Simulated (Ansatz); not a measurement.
(BeO)3 ring (Be₃O₃). Total charge 0; singlet. Geometry PBE0-D4/def2-SVP, basis def2-TZVP, Ansatz.

| run | HOMO (eV) | LUMO (eV) |
| --- | --- | --- |
| A | -7.30 | -1.70 |
| B | -7.01 | -2.25 |
| C | -10.00 | -0.88 |
| D | -7.88 | -1.47 |
| E | -10.04 | -0.76 |
| F | -8.53 | -1.46 |

Question: The runs used BHLYP, CAM-B3LYP, PBE, PBE0, r2SCAN, r2SCANh. Estimate which is which.

Answer: A r2SCAN (0 % exact exchange); B PBE (0 % exact exchange); C BHLYP (50 % exact exchange); D r2SCANh (10 % exact exchange); E CAM-B3LYP (range-separated); F PBE0 (25 % exact exchange). Exact exchange lowers occupied and raises empty levels; among semilocal functionals meta-GGAs tend to open the gap a little, and such runs are hard to tell apart. The gap grows from 4.76 eV (PBE) to 9.28 eV (CAM-B3LYP).
